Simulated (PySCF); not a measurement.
Can point charges reproduce the dipole moment of `c1cc(ccc1F)CC#N`?

Coordinates (GFN2-xTB, Å) and charges (e) from the PBE0/pcSseg-1 density (PySCF):

```json
{"atom": "N1", "x": "-3.299", "y": "0.074", "z": "1.542", "Mulliken": "-0.2437", "IAO": "-0.2461", "Hirshfeld": "-0.2305", "ESP-fitted": "-0.5092"}
{"atom": "C2", "x": "-2.701", "y": "-0.106", "z": "0.585", "Mulliken": "+0.0737", "IAO": "+0.1415", "Hirshfeld": "+0.0807", "ESP-fitted": "+0.5317"}
{"atom": "C3", "x": "-1.923", "y": "-0.329", "z": "-0.611", "Mulliken": "-0.0886", "IAO": "-0.2977", "Hirshfeld": "-0.0383", "ESP-fitted": "-0.6586"}
{"atom": "C4", "x": "-0.461", "y": "-0.116", "z": "-0.299", "Mulliken": "-0.3118", "IAO": "-0.0022", "Hirshfeld": "+0.0028", "ESP-fitted": "+0.2919"}
{"atom": "C5", "x": "0.320", "y": "-1.174", "z": "0.148", "Mulliken": "+0.0224", "IAO": "-0.1435", "Hirshfeld": "-0.0412", "ESP-fitted": "-0.2384"}
{"atom": "C6", "x": "1.654", "y": "-0.982", "z": "0.458", "Mulliken": "-0.1314", "IAO": "-0.1856", "Hirshfeld": "-0.0601", "ESP-fitted": "-0.2694"}
{"atom": "C7", "x": "2.193", "y": "0.284", "z": "0.320", "Mulliken": "+0.3308", "IAO": "+0.2995", "Hirshfeld": "+0.0932", "ESP-fitted": "+0.3490"}
{"atom": "F8", "x": "3.494", "y": "0.478", "z": "0.616", "Mulliken": "-0.2809", "IAO": "-0.2673", "Hirshfeld": "-0.0836", "ESP-fitted": "-0.1990"}
{"atom": "C9", "x": "1.435", "y": "1.356", "z": "-0.114", "Mulliken": "-0.1314", "IAO": "-0.1856", "Hirshfeld": "-0.0602", "ESP-fitted": "-0.2699"}
{"atom": "C10", "x": "0.103", "y": "1.148", "z": "-0.420", "Mulliken": "+0.0225", "IAO": "-0.1435", "Hirshfeld": "-0.0411", "ESP-fitted": "-0.2436"}
{"atom": "H11", "x": "-2.264", "y": "0.371", "z": "-1.379", "Mulliken": "+0.1743", "IAO": "+0.1833", "Hirshfeld": "+0.0714", "ESP-fitted": "+0.2279"}
{"atom": "H12", "x": "-2.104", "y": "-1.351", "z": "-0.954", "Mulliken": "+0.1742", "IAO": "+0.1833", "Hirshfeld": "+0.0714", "ESP-fitted": "+0.2268"}
{"atom": "H13", "x": "-0.114", "y": "-2.157", "z": "0.255", "Mulliken": "+0.0810", "IAO": "+0.1579", "Hirshfeld": "+0.0572", "ESP-fitted": "+0.1852"}
{"atom": "H14", "x": "2.273", "y": "-1.795", "z": "0.803", "Mulliken": "+0.1140", "IAO": "+0.1740", "Hirshfeld": "+0.0608", "ESP-fitted": "+0.1940"}
{"atom": "H15", "x": "1.887", "y": "2.331", "z": "-0.205", "Mulliken": "+0.1140", "IAO": "+0.1740", "Hirshfeld": "+0.0608", "ESP-fitted": "+0.1942"}
{"atom": "H16", "x": "-0.500", "y": "1.978", "z": "-0.757", "Mulliken": "+0.0810", "IAO": "+0.1580", "Hirshfeld": "+0.0572", "ESP-fitted": "+0.1872"}
```

Q: What dipole does each set of charges give (1 e·Å = 4.803 D), and what does the density give?

A: The full density gives (1.03, -0.72, -3.32) D, 3.55 D in size; dipole vectors point from the negative to the positive end.

```csv
scheme,μx,μy,μz,size (D),share of the full size (%),angle to the full dipole (°)
Mulliken,-0.34,-0.84,-3.28,3.40,96,23
IAO,-0.39,-0.76,-2.93,3.05,86,24
Hirshfeld,1.10,-0.46,-2.28,2.58,73,8
ESP-fitted,1.01,-0.74,-3.38,3.61,102,1
```

Q: Which set comes closest?

A: Length of the difference vector: ESP-fitted 0.07 D, Hirshfeld 1.07 D, Mulliken 1.37 D, IAO 1.48 D. Closest: ESP-fitted. ESP charges are fitted to the potential around the molecule, whose slowest-falling term is the dipole's. The schemes that divide the density aren't constrained to reproduce the dipole.

Q: What is left for the Hirshfeld atoms' own dipoles?

A: The shares of the density sum to the whole, so what Σ q r misses lies in dipoles about the nuclei. The atomic dipoles sum to (1.03, -0.72, -3.32) − (1.10, -0.46, -2.28) = (-0.07, -0.26, -1.04) D, 1.07 D in size.

Q: With the origin at the mean of the coordinates, (0.000, 0.001, -0.001) Å, which are the largest single terms, by size, of the IAO dipole along the direction of the full one?

A: N1 +2.86, C2 -0.89, H11 +0.49, H12 +0.49, F8 -0.44 D; all 16 atoms together +2.78 D. The single terms depend on the origin, their sum doesn't.

Q: Give the size of the full dipole in other units.

A: 3.55 D = 1.395 au = 0.738 e·Å = 11.83 × 10⁻³⁰ C·m.

Isolated species at its GFN2-xTB geometry (one conformer only).

Conformer computed: `[N:1]#[C:2][CH2:3][c:4]1[cH:5][cH:6][c:7]([F:8])[cH:9][cH:10]1`: C2–C3–C4–C5 89°.
